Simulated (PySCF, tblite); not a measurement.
Compound: C₈H₁₁FO.
Geometry (GFN2-xTB, Å), atoms numbered from 1 in this order:
```
atom  x, y, z in Å
C1    -2.696   -0.394   -0.107
C2    -1.678    0.183   -0.718
C3    -0.301    0.375   -0.121
C4    -0.362    1.769    0.447
O5     0.105    2.775    0.040
F6    -1.135    1.815    1.572
C7     0.077   -0.643    0.971
C8     1.601   -0.669    0.914
C9     1.884   -0.663   -0.586
C10    0.827    0.281   -1.174
H11   -2.624   -0.790    0.891
H12   -3.652   -0.492   -0.591
H13   -1.794    0.594   -1.712
H14   -0.307   -0.370    1.952
H15   -0.322   -1.621    0.697
H16    2.023   -1.538    1.416
H17    2.009    0.231    1.377
H18    2.896   -0.336   -0.816
H19    1.752   -1.670   -0.985
H20    1.243    1.275   -1.348
H21    0.445   -0.094   -2.122
```

The calculation used PBE0/pcSseg-1 in PySCF (dipole) on a GFN2-xTB geometry, gas phase.

Masses are those of the commonest isotopes; rigid-rotor values at the optimised geometry. The values belong to one conformer with, in the numbering `[CH2:1]=[CH:2][C:3]1([C:4](=[O:5])[F:6])[CH2:7][CH2:8][CH2:9][CH2:10]1`, C1–C2–C3–C4 -95°, C2–C3–C4–O5 -104°, C2–C3–C7–C8 154°, C3–C7–C8–C9 -42°, C7–C8–C9–C10 38°, C8–C9–C10–C3 -20°.

What are A, B and C (GHz)?

Ia = 294.88, Ib = 407.32, Ic = 492.98 u·Å²; 505379 MHz·u·Å²/I gives 1714, 1241 and 1025 MHz, that is A = 1.7138, B = 1.2407, C = 1.0251 GHz.

Classify the top.

An asymmetric top; Ray's κ = -0.374.

What does the inertial defect say?

Not planar: Δ = Ic − Ia − Ib = -209.22 u·Å². For a rigid frame Δ = −2 Σ m c², so Σ m c² = 104.61 u·Å² lies off the ab plane: 22.28 from hydrogen and 82.33 from heavier atoms. The atom farthest from that plane is 2.02 Å away.

Give the other two planar moments, Paa and Pbb, and the rms extents of the mass along the axes.

Paa = Σ m a² = (Ib + Ic − Ia)/2 = 302.71 and Pbb = Σ m b² = (Ia + Ic − Ib)/2 = 190.27 u·Å². With the mass M = 142.08 u, the rms extents √(P/M) along a, b and c are 1.46, 1.16, 0.86 Å.

Where do the levels up to J = 2 lie, in MHz?

Above 0(0,0):
J = 1: 1(0,1) 2266, 1(1,1) 2739, 1(1,0) 2955
J = 2: 2(0,2) 6739, 2(1,2) 7055, 2(1,1) 7702, 2(2,1) 9121, 2(2,0) 9180

Which types of transition are allowed, and where do some lines up to J = 3 fall?

The dipole components are |μa| = 1.73 D, |μb| = 2.55 D, |μc| = 0.21 D. The squared components, which scale the intensities, stand as 0.46 : 1.00 : 0.01 (a : b : c). Some lines, for components of 0.1 D or more:

```
type  branch         J(Ka,Kc)   MHz  lower level (cm⁻¹)
   a       Q  2(1,1) ← 2(1,2)   647               0.235
   b       Q  1(1,0) ← 1(0,1)   689               0.076
   b       Q  3(2,1) ← 3(1,2)  1408               0.493
   c       Q  3(3,1) ← 3(2,1)  2668               0.540
   b       Q  3(3,1) ← 3(2,2)  2937               0.531
   b       R  2(0,2) ← 1(1,1)  4000               0.091
   a       R  2(0,2) ← 1(0,1)  4473               0.076
   b       R  3(1,2) ← 2(2,1)  5659               0.304
   a       R  3(1,2) ← 2(1,1)  7078               0.257
   c       R  3(3,0) ← 2(2,0)  9687               0.306
   b       R  3(3,0) ← 2(2,1)  9745               0.304
```

Estimate the classical rotational partition function at 50 K, 200 K and 500 K.

Point group C1, symmetry number σ = 1; q = (√π/σ)·√((kT/h)³/(ABC)), k/h = 20836.6 MHz/K: 40400 at 50 K, 323000 at 200 K, 1280000 at 500 K.

Its GFN2-xTB frequencies are all real (lowest 41 cm⁻¹). No vibrational averaging or centrifugal distortion is included, and the geometry carries the error of its method.

The run took 52 s of wall time on one thread, Arm Neoverse V1 (aarch64), shared host with 32 logical CPUs at a one-minute load of 22, and the process peaked at 1.1 GiB of memory. This is the PBE0/pcSseg-1 job that gave the dipole, with the shieldings it also computed.
